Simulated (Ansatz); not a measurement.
Species: C$_{3}$H$_{4}$S, SMILES `CC#CS` (charge 0, multiplicity 1), formula C$_{3}$H$_{4}$S.

Task: How many basis functions does frozen-core CCSD(T)/cc-pVTZ // B3LYP-D3(BJ)/def2-TZVP run with Ansatz (an electronic-structure program) use, how many core orbitals are frozen, and how many electrons are correlated?

Result: 180 basis functions and 8 frozen orbitals, which leaves 22 correlated electrons. Core time is of the order of seconds.
